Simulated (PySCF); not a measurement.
C9H11N.
Atom-mapped SMILES: `[cH:1]1[cH:2][c:3]([CH:4]2[CH2:5][CH2:6][CH2:7]2)[cH:8][cH:9][n:10]1` (hydrogens: H11 on C1; H12 on C2; H13 on C4; H14, H15 on C5; H16, H17 on C6; H18, H19 on C7; H20 on C8; H21 on C9)

Torsions of this conformer, `[cH:1]1[cH:2][c:3]([CH:4]2[CH2:5][CH2:6][CH2:7]2)[cH:8][cH:9][n:10]1`: C2–C3–C4–C5 54°.

The closed-shell ground state was solved at several levels (PySCF, density fitting, gas phase, non-relativistic). The structure is a single PBE0-D3(BJ)/def2-SVP conformer in the gas phase; no vibrational or solvent corrections.

```csv
level,basis functions,total energy (Eh),HOMO (eV),LUMO (eV),gap (eV),dipole (D)
wB97X-D/def2-SVPD,288,-403.8916,-9.23,0.94,10.17,2.95
wB97X-D/pcSseg-1,225,-404.1098,-9.24,0.98,10.22,2.89
```

(1) What might PBE0/pcSseg-1 (225 basis functions) give for the same quantities?

(2) Over all these levels, which gives the widest orbital gap and which the narrowest?

(3) How far do the dipole and the HOMO energy spread over the levels?

Answers

(1) Total energy -403.7695 Eh, HOMO -7.31 eV, LUMO -0.75 eV, gap 6.56 eV, dipole 2.85 D.

(2) wB97X-D/pcSseg-1 (range-separated hybrid) has the widest, 10.22 eV, and PBE0/pcSseg-1 (global hybrid, 25 % exact exchange) the narrowest, 6.56 eV. The two share the basis. From the narrowest to the widest the HOMO moves by -1.93 eV and the LUMO by +1.73 eV.

(3) The dipole runs from 2.85 to 2.95 D (mean 2.89 D) and the HOMO from -9.24 to -7.31 eV.

wB97X-D is run here without its empirical dispersion term; that term would change no orbital, density or response property at a fixed geometry.
